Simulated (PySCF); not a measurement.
Isomers of CH7NO2Si2, one GFN2-xTB conformer each. Single-point energies are computed at PBE0/pcSseg-1 (PySCF, gas phase, no added dispersion term), electronic only.

```json
{"SMILES": "O=CN[SiH2][SiH2]O", "GFN2-xTB relative energy (kJ/mol)": "20.8"}
{"SMILES": "N[Si@H](C=O)O[SiH3]", "GFN2-xTB relative energy (kJ/mol)": "0.0"}
```

Conformers: `[O:1]=[CH:2][NH:3][SiH2:4][SiH2:5][OH:6]` with O1–C2–N3–Si4 2°, C2–N3–Si4–Si5 -50°, N3–Si4–Si5–O6 69°, Si4–Si5–O6–H -35°; `[NH2:1][Si@H:2]([CH:3]=[O:4])[O:5][SiH3:6]` with H–N1–Si2–C3 -45° and 174°, N1–Si2–C3–O4 60°, N1–Si2–O5–Si6 9°.

**Question.** What does PBE0/pcSseg-1 give for the same structures?

**Answer.** 
```
             SMILES  PBE0/pcSseg-1 E (Eh)  PBE0/pcSseg-1 (kJ/mol)  GFN2-xTB (kJ/mol)  point group
N[Si@H](C=O)O[SiH3]            -826.01549                     0.0                0.0           C1
  O=CN[SiH2][SiH2]O            -826.01225                     8.5               20.8           C1
```

Both levels put the same isomer lowest. As drawn, the lower has an Si–C bond, which the higher lacks; the higher has an O–H bond, a C(=O)–N unit and an Si–Si bond, which the lower lacks. Neighbours under 10 kJ/mol apart (N[Si@H](C=O)O[SiH3] and O=CN[SiH2][SiH2]O) can change places with a better method, another conformer or zero-point energy.

**Question.** Which frontier levels, dipoles and rotational constants go with these structures?

**Answer.** 
| SMILES | HOMO (eV, PBE0/pcSseg-1) | LUMO (eV) | dipole (D) | A, B, C (MHz) |
| --- | --- | --- | --- | --- |
| N[Si@H](C=O)O[SiH3] | -6.73 | -1.35 | 2.70 | 4454, 1173, 1016 |
| O=CN[SiH2][SiH2]O | -7.85 | -0.38 | 4.33 | 3225, 1833, 1286 |

**Question.** As an exercise, what shares would exp(−E/RT) give at 298.15 K from these electronic energies alone (no entropy, no degeneracies)?

**Answer.** RT = 2.479 kJ/mol: N[Si@H](C=O)O[SiH3] 96.9 %, O=CN[SiH2][SiH2]O 3.1 %.
